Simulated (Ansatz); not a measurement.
Gas-phase electronic energies from Ansatz, PBE0-D4/def2-TZVP geometries. CCSD(T)/CBS adds triple-zeta CCSD(T) − MP2 to the extrapolated MP2 energy (def2 sets, frozen cores). This one scheme is used for every species. DFT in def2-TZVPP. For As outer-core shells are correlated without core-valence functions, which leaves a few kJ/mol of doubt a bond. Scalar relativity is left out up to krypton. Each species was taken in one conformer, which may not be the lowest.

`BS[SiH2]C` + `[AsH3]` → `C[SiH2][AsH2]` + `BS`  (ligand exchange at the Si–S bond)

`BS[SiH2]C`:

```xyz
11

B    -0.424   -2.448    0.798
S     0.841   -1.341    0.231
Si   -0.334    0.449   -0.074
C     0.808    1.794   -0.674
H    -1.559   -2.090    0.908
H    -0.091   -3.562    1.063
H    -1.393    0.156   -1.072
H    -0.973    0.819    1.215
H     0.250    2.719   -0.839
H     1.591    1.994    0.060
H     1.283    1.509   -1.615
```

`[AsH3]`:

```xyz
4

As    0.550    0.122   -0.294
H     0.044   -1.281    0.008
H     0.215    0.603    1.110
H    -0.809    0.555   -0.824
```

`C[SiH2][AsH2]`:

Cartesian coordinates in Å:
```
C 0.422 1.488 -0.039
Si -0.468 -0.072 0.487
As 0.744 -1.961 -0.268
H -0.097 2.373 0.337
H 0.469 1.559 -1.128
H 1.444 1.501 0.347
H -1.865 -0.069 -0.026
H -0.525 -0.161 1.973
H -0.412 -2.906 0.025
H 0.289 -1.752 -1.707
```

`BS`:

```xyz
5

B    -0.039    0.039   -0.577
S     0.786   -0.348    0.934
H     0.581   -0.164   -1.574
H    -1.146    0.476   -0.586
H    -0.181   -0.003    1.802
```

```csv
species,PBE0 energy (Eh)
`BS[SiH2]C`,-754.58839
`[AsH3]`,-2237.38564
`C[SiH2][AsH2]`,-2567.27194
`BS`,-424.69466
```

Work out ΔE.

ΔE = (-2567.27194) + (-424.69466) − (-754.58839) − (-2237.38564) = 0.00743 Eh = +0.20 eV. CCSD(T)/CBS gives +0.24 eV.

Largest T1 diagnostic among the species: 0.015.

From BLYP to BHLYP (50 % exact exchange), in def2-TZVPP and without D4, ΔE moves by +0.05 eV. Leaving LDA and LC-ωPBE aside and taking each functional with its dispersion term where it has one, the values, not all of them listed here, spread over 0.09 eV, from PBE-D4 to B97M-V.
